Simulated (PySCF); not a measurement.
BH4O2Si, BClH3OSi, CH5BOSi, CH4AlBO and others (calculated)

All values are calculated (PySCF 2.14.0). Calculation on a computer-drawn molecule: the log of a Hartree-Fock and frozen-core CCSD(T) single point meant for a local Hartree-Fock minimum, with one planted fault or none, to be diagnosed. Offsets are logged minus clean, where the clean run is the same molecule without the fault. The reference is restricted for singlets and unrestricted otherwise, and also for a bond in bohr or an excited solution. Adding or removing an electron swaps singlet and doublet. The excited solution moves the top pair (singlet) or top alpha electron (doublet) to the lowest empty orbital. Highest occupied and lowest empty are orbital energies over both spins, largest force is the largest gradient component, triples share is (T) over the correlation energy, the T1 limit is 0.02 restricted and 0.045 unrestricted, electrons count all cores, a negative frequency is imaginary (commonest isotopes), and the dipole is about the centre of nuclear charge.

Common to all runs: logged SCF converged yes; logged CC converged yes; logged SCF stable within its kind yes; possible faults no fault, one electron removed, one electron added, multiplicity raised by two, geometry at a saddle point, SCF held on an excited solution, minimal basis STO-3G, one bond length entered in bohr, all coordinates scaled.

(1) 
```xyz
8
formula=BH4O2Si meant_charge=1 meant_multiplicity=1 meant_basis=cc-pV(D+d)Z logged_electrons=39 logged_basis_functions=85 logged_spin_squared=0.7689 logged_highest_occupied=-7.457 logged_lowest_empty=1.8336 logged_largest_force=0.0411 logged_T1_diagnostic=0.014355 logged_D1_diagnostic=0.050513 logged_triples_share=0.024426 logged_dipole_magnitude=2.2191 logged_energy_HF=-465.74212 logged_energy_CCSD(T)=-466.33069 planted_fault=one_electron_added HF_energy_offset_from_clean_run=-155.3 CCSD(T)_energy_offset_from_clean_run=-163.2
O     -1.1190     2.8677    -0.9642
B     -0.5414     2.4576     0.1578
O      0.6266     2.8653     0.6331
Si    -1.8007     1.0470     1.0511
H     -0.6447     3.5181    -1.4751
H      0.9750     2.5239     1.4434
H     -1.5301     0.3213     2.2995
H     -3.0843     0.6961     0.4365
```

Units: logged_highest_occupied, logged_lowest_empty in eV; logged_largest_force in hartree/bohr; logged_dipole_magnitude in debye; logged_energy_HF, logged_energy_CCSD(T) in hartree; HF_energy_offset_from_clean_run, CCSD(T)_energy_offset_from_clean_run in kcal/mol.

Drawn bonds:
```tsv
atom	other atom	order
1	2	1
2	3	1
2	4	1
1	5	1
3	6	1
4	7	1
4	8	1
```

(2) 
```xyz
7
formula=BClH3OSi meant_charge=0 meant_multiplicity=2 meant_basis=cc-pV(D+d)Z logged_electrons=47 logged_basis_functions=31 logged_spin_squared=0.7575 logged_highest_occupied=-6.5406 logged_lowest_empty=5.4494 logged_largest_force=0.043646 logged_T1_diagnostic=0.016189 logged_D1_diagnostic=0.076065 logged_triples_share=0.031181 logged_dipole_magnitude=3.7136 logged_energy_HF=-840.1845 logged_energy_CCSD(T)=-840.33828 planted_fault=minimal_basis_STO-3G HF_energy_offset_from_clean_run=6031 CCSD(T)_energy_offset_from_clean_run=6278
O     -0.5889    -0.5938    -0.9631
B     -1.8408    -0.3645    -0.5404
Si    -2.3535     0.8732     0.9821
Cl    -3.1225    -1.2995    -1.3505
H      0.0762    -0.0815    -0.5273
H     -3.7087     1.4550     0.8987
H     -1.3416     1.9147     1.2908
```

Units: logged_highest_occupied, logged_lowest_empty in eV; logged_largest_force in hartree/bohr; logged_dipole_magnitude in debye; logged_energy_HF, logged_energy_CCSD(T) in hartree; HF_energy_offset_from_clean_run, CCSD(T)_energy_offset_from_clean_run in kcal/mol.

Drawn bonds:
```tsv
atom	other atom	order
1	2	1
2	3	1
2	4	1
1	5	1
3	6	1
3	7	1
```

(3) 
```xyz
9
formula=CH5BOSi meant_charge=0 meant_multiplicity=1 meant_basis=cc-pV(D+d)Z logged_electrons=38 logged_basis_functions=29 logged_spin_squared=0 logged_highest_occupied=-6.1223 logged_lowest_empty=8.7552 logged_largest_force=0.056437 logged_T1_diagnostic=0.016109 logged_D1_diagnostic=0.058486 logged_triples_share=0.024246 logged_dipole_magnitude=2.4518 logged_energy_HF=-424.104 logged_energy_CCSD(T)=-424.3416 planted_fault=minimal_basis_STO-3G HF_energy_offset_from_clean_run=3247 CCSD(T)_energy_offset_from_clean_run=3446
O      0.3133     0.2967    -1.4276
B      0.0627    -0.2100    -0.2465
C     -0.1856    -0.7198     1.0204
Si     0.8646    -0.2717     2.4669
H      0.9131    -0.2026    -1.9667
H     -1.0267    -1.3936     1.1590
H      1.5096    -1.4584     3.0869
H      0.0995     0.4060     3.5443
H      1.9438     0.6488     2.0211
```

Units: logged_highest_occupied, logged_lowest_empty in eV; logged_largest_force in hartree/bohr; logged_dipole_magnitude in debye; logged_energy_HF, logged_energy_CCSD(T) in hartree; HF_energy_offset_from_clean_run, CCSD(T)_energy_offset_from_clean_run in kcal/mol.

Drawn bonds:
```tsv
atom	other atom	order
1	2	1
2	3	2
3	4	1
1	5	1
3	6	1
4	7	1
4	8	1
4	9	1
```

(4) 
```xyz
8
formula=CH4AlBO meant_charge=0 meant_multiplicity=1 meant_basis=cc-pV(D+d)Z logged_electrons=36 logged_basis_functions=85 logged_spin_squared=0 logged_highest_occupied=-8.7469 logged_lowest_empty=2.0323 logged_largest_force=3.065e-05 logged_lowest_frequency=-462.93 logged_T1_diagnostic=0.015037 logged_D1_diagnostic=0.044555 logged_triples_share=0.030698 logged_dipole_magnitude=2.5483 logged_energy_HF=-381.67208 logged_energy_CCSD(T)=-382.18082 planted_fault=geometry_at_a_saddle_point HF_energy_offset_from_clean_run=4.757 CCSD(T)_energy_offset_from_clean_run=5.101
O     -2.3256     0.3672     0.0000
B     -1.0502     0.6813     0.0000
C      0.3178     0.9326     0.0000
Al     1.3590    -0.6532     0.0000
H     -2.5560    -0.5521     0.0000
H      0.7568     1.9232     0.0000
H      2.9402    -0.6665     0.0000
H      0.5580    -2.0324     0.0000
```

Units: logged_highest_occupied, logged_lowest_empty in eV; logged_largest_force in hartree/bohr; logged_lowest_frequency in cm⁻¹; logged_dipole_magnitude in debye; logged_energy_HF, logged_energy_CCSD(T) in hartree; HF_energy_offset_from_clean_run, CCSD(T)_energy_offset_from_clean_run in kcal/mol.

Drawn bonds:
```tsv
atom	other atom	order
1	2	1
2	3	2
3	4	1
1	5	1
3	6	1
4	7	1
4	8	1
```

(5) 
```xyz
7
formula=AlBH3NO meant_charge=0 meant_multiplicity=1 meant_basis=cc-pV(D+d)Z logged_electrons=36 logged_basis_functions=27 logged_spin_squared=0 logged_highest_occupied=-7.2901 logged_lowest_empty=8.7724 logged_largest_force=0.084155 logged_T1_diagnostic=0.017331 logged_D1_diagnostic=0.050891 logged_triples_share=0.039311 logged_dipole_magnitude=1.463 logged_energy_HF=-392.78688 logged_energy_CCSD(T)=-393.00511 planted_fault=minimal_basis_STO-3G HF_energy_offset_from_clean_run=3124 CCSD(T)_energy_offset_from_clean_run=3315
O     -0.1965     1.9682     0.3188
B      0.8872     1.2301     0.1509
N      1.9183     0.5261     0.0117
Al     3.3585    -0.4555    -0.1979
H     -0.5874     2.3014    -0.4767
H      3.9127    -0.7262    -1.6530
H      4.0974    -1.0652     1.0575
```

Units: logged_highest_occupied, logged_lowest_empty in eV; logged_largest_force in hartree/bohr; logged_dipole_magnitude in debye; logged_energy_HF, logged_energy_CCSD(T) in hartree; HF_energy_offset_from_clean_run, CCSD(T)_energy_offset_from_clean_run in kcal/mol.

Drawn bonds:
```tsv
atom	other atom	order
1	2	1
2	3	2
3	4	1
1	5	1
4	6	1
4	7	1
```

(6) 
```xyz
7
formula=AlBH3NO meant_charge=0 meant_multiplicity=1 meant_basis=cc-pV(D+d)Z logged_electrons=37 logged_basis_functions=80 logged_spin_squared=0.7665 logged_highest_occupied=1.1448 logged_lowest_empty=7.3922 logged_largest_force=0.050351 logged_T1_diagnostic=0.01621 logged_D1_diagnostic=0.047702 logged_triples_share=0.030226 logged_dipole_magnitude=10.232 logged_energy_HF=-397.70774 logged_energy_CCSD(T)=-398.24879 planted_fault=one_electron_added HF_energy_offset_from_clean_run=36.02 CCSD(T)_energy_offset_from_clean_run=24.47
O     -0.1965     1.9682     0.3188
B      0.8872     1.2301     0.1509
N      1.9183     0.5261     0.0117
Al     3.3585    -0.4555    -0.1979
H     -0.5874     2.3014    -0.4767
H      3.9127    -0.7262    -1.6530
H      4.0974    -1.0652     1.0575
```

Units: logged_highest_occupied, logged_lowest_empty in eV; logged_largest_force in hartree/bohr; logged_dipole_magnitude in debye; logged_energy_HF, logged_energy_CCSD(T) in hartree; HF_energy_offset_from_clean_run, CCSD(T)_energy_offset_from_clean_run in kcal/mol.

Drawn bonds:
```tsv
atom	other atom	order
1	2	1
2	3	2
3	4	1
1	5	1
4	6	1
4	7	1
```

Notes: highest electron not bound in this basis.

(7) 
```xyz
7
formula=B2FH3O meant_charge=0 meant_multiplicity=1 meant_basis=cc-pVDZ logged_electrons=30 logged_basis_functions=71 logged_spin_squared=0.8808 logged_highest_occupied=-9.4948 logged_lowest_empty=1.399 logged_largest_force=0.018707 logged_T1_diagnostic=0.047976 logged_D1_diagnostic=0.27096 logged_triples_share=0.026177 logged_dipole_magnitude=2.3511 logged_energy_HF=-225.33114 logged_energy_CCSD(T)=-225.87896 planted_fault=one_bond_length_entered_in_bohr,row_1_of_the_drawn_bonds HF_energy_offset_from_clean_run=107.4 CCSD(T)_energy_offset_from_clean_run=125.5
O     -0.0484    -0.0660     0.9380
B      2.1350    -0.5345    -0.3047
B      2.2830    -1.9905    -1.2112
F      2.0763    -1.9832    -2.5329
H     -0.0543     0.7470     1.4205
H      3.0437     0.2601    -0.2214
H      2.5934    -3.0575    -0.7450
```

Units: logged_highest_occupied, logged_lowest_empty in eV; logged_largest_force in hartree/bohr; logged_dipole_magnitude in debye; logged_energy_HF, logged_energy_CCSD(T) in hartree; HF_energy_offset_from_clean_run, CCSD(T)_energy_offset_from_clean_run in kcal/mol.

Drawn bonds:
```tsv
atom	other atom	order
1	2	1
2	3	1
3	4	1
1	5	1
2	6	1
3	7	1
```

Notes: T1 above single-reference limit.

(8) 
```xyz
9
formula=CH5BOSi meant_charge=0 meant_multiplicity=1 meant_basis=cc-pV(D+d)Z logged_electrons=38 logged_basis_functions=29 logged_spin_squared=0 logged_highest_occupied=-6.112 logged_lowest_empty=6.0823 logged_largest_force=0.043937 logged_T1_diagnostic=0.022962 logged_D1_diagnostic=0.095812 logged_triples_share=0.025856 logged_dipole_magnitude=2.8684 logged_energy_HF=-424.09651 logged_energy_CCSD(T)=-424.34439
O     -0.1097    -1.5911    -2.4329
B      0.2512    -0.6238    -1.5480
C     -0.2345    -0.5631    -0.0797
Si     0.2831     0.6946     0.9417
H     -0.6949    -2.2384    -2.0699
H      0.9978     0.2159    -1.9840
H     -0.9089    -1.3171     0.3216
H      1.1924     1.7615     0.4993
H     -0.1224     0.8379     2.3510
```

Units: logged_highest_occupied, logged_lowest_empty in eV; logged_largest_force in hartree/bohr; logged_dipole_magnitude in debye; logged_energy_HF, logged_energy_CCSD(T) in hartree.

Drawn bonds:
```tsv
atom	other atom	order
1	2	1
2	3	1
3	4	2
1	5	1
2	6	1
3	7	1
4	8	1
4	9	1
```

Notes: T1 above single-reference limit.

(9) 
```xyz
8
formula=BH4NOSi meant_charge=0 meant_multiplicity=1 meant_basis=cc-pV(D+d)Z logged_electrons=38 logged_basis_functions=28 logged_spin_squared=0 logged_highest_occupied=-7.3774 logged_lowest_empty=6.8683 logged_largest_force=0.04064 logged_T1_diagnostic=0.02026 logged_D1_diagnostic=0.066409 logged_triples_share=0.032602 logged_dipole_magnitude=3.9518 logged_energy_HF=-439.8892 logged_energy_CCSD(T)=-440.13152
O     -1.3219    -1.7514    -1.2992
B     -0.6927    -0.5412    -1.2636
N      0.7073    -0.4061    -1.2552
Si     2.2352    -0.1512    -1.2440
H     -0.7118    -2.4735    -1.3174
H     -1.4097     0.4231    -1.2389
H      3.0545     0.0071    -2.4560
H      3.0479    -0.0611    -0.0205
```

Units: logged_highest_occupied, logged_lowest_empty in eV; logged_largest_force in hartree/bohr; logged_dipole_magnitude in debye; logged_energy_HF, logged_energy_CCSD(T) in hartree.

Drawn bonds:
```tsv
atom	other atom	order
1	2	1
2	3	1
3	4	2
1	5	1
2	6	1
4	7	1
4	8	1
```

Notes: T1 above single-reference limit.

(10) 
```xyz
6
formula=BH3O2 meant_charge=0 meant_multiplicity=1 meant_basis=cc-pVDZ logged_electrons=24 logged_basis_functions=57 logged_spin_squared=2.0063 logged_highest_occupied=-4.6037 logged_lowest_empty=-2.6435 logged_largest_force=0.084583 logged_T1_diagnostic=0.021282 logged_D1_diagnostic=0.1073 logged_triples_share=0.022303 logged_dipole_magnitude=0.32016 logged_energy_HF=-175.94668 logged_energy_CCSD(T)=-176.4169
O     -1.8212     0.5787    -1.6612
B     -1.9518     1.6868    -0.8886
O     -2.6388     1.7313     0.2810
H     -2.2467    -0.2024    -1.3413
H     -1.4267     2.6906    -1.2633
H     -3.0448     0.9228     0.5545
```

Units: logged_highest_occupied, logged_lowest_empty in eV; logged_largest_force in hartree/bohr; logged_dipole_magnitude in debye; logged_energy_HF, logged_energy_CCSD(T) in hartree.

Drawn bonds:
```tsv
atom	other atom	order
1	2	1
2	3	1
1	4	1
2	5	1
3	6	1
```

Questions
1. Which fault was planted in the run of CH5BOSi (entry 8)?
2. Which fault was planted in the run of BH4NOSi (entry 9)?
3. Which fault was planted in the run of BH3O2 (entry 10)?

Calculated values
1. minimal basis STO-3G
2. minimal basis STO-3G
3. multiplicity raised by two

Further results for CH5BOSi (entry 8):

```
HF energy offset from clean run      : 3249 kcal/mol
CCSD(T) energy offset from clean run : 3447 kcal/mol
```

Further results for BH4NOSi (entry 9):

```
HF energy offset from clean run      : 3410 kcal/mol
CCSD(T) energy offset from clean run : 3620 kcal/mol
```

Further results for BH3O2 (entry 10):

```
HF energy offset from clean run      : 202.9 kcal/mol
CCSD(T) energy offset from clean run : 215.2 kcal/mol
```
